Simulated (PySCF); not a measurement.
GeH, SMILES [GeH] (connectivity only; charge and spin as stated), charge +1, multiplicity 1.

Coordinates come from a PBE0-D3(BJ)/def2-TZVPD optimisation. The multiplicity is an assumed one; other spin states were not compared.

Calculation: HF/def2-TZVPD in PySCF.

Isolated molecule, no solvent.

Q: Estimate the frontier levels, gap, dipole moment and polarisability. (Estimate from the structure and the level; the computed values follow.)

A: 
- highest occupied level = -17.57 eV
- lowest empty level = -6.80 eV
- orbital gap = 10.77 eV
- dipole moment about the centre of nuclear charge = 0.42 D
- mean static polarisability = 22.7 bohr³ (3.37 Å³)
- polarisability, principal values = 20.7, 20.7, 26.7 bohr³
